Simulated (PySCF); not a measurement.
Radial density of Al+ (aluminium, charge +1)

M06-L, [Ne] 3s2, closed-shell 1S. Computed with PySCF 2.14 in x2c-TZVPall, with scalar relativity by spin-free X2C-1e.

```json
{"r (bohr)": "0.00227", "4πr²ρ (e/bohr)": "0.09529"}
{"r (bohr)": "0.00382", "4πr²ρ (e/bohr)": "0.2559"}
{"r (bohr)": "0.00643", "4πr²ρ (e/bohr)": "0.6571"}
{"r (bohr)": "0.0108", "4πr²ρ (e/bohr)": "1.628"}
{"r (bohr)": "0.0182", "4πr²ρ (e/bohr)": "3.746"}
{"r (bohr)": "0.0306", "4πr²ρ (e/bohr)": "7.610"}
{"r (bohr)": "0.0515", "4πr²ρ (e/bohr)": "12.48"}
{"r (bohr)": "0.0866", "4πr²ρ (e/bohr)": "14.53"}
{"r (bohr)": "0.146", "4πr²ρ (e/bohr)": "10.72"}
{"r (bohr)": "0.245", "4πr²ρ (e/bohr)": "8.762"}
{"r (bohr)": "0.412", "4πr²ρ (e/bohr)": "12.61"}
{"r (bohr)": "0.693", "4πr²ρ (e/bohr)": "8.792"}
{"r (bohr)": "1.17", "4πr²ρ (e/bohr)": "2.066"}
{"r (bohr)": "1.96", "4πr²ρ (e/bohr)": "1.068"}
{"r (bohr)": "3.30", "4πr²ρ (e/bohr)": "0.3980"}
{"r (bohr)": "5.55", "4πr²ρ (e/bohr)": "0.01255"}
{"r (bohr)": "9.33", "4πr²ρ (e/bohr)": "2.226e-05"}
```

Densities and radii are taken from the X2C orbitals without a picture-change correction, which distorts them close to the nucleus.
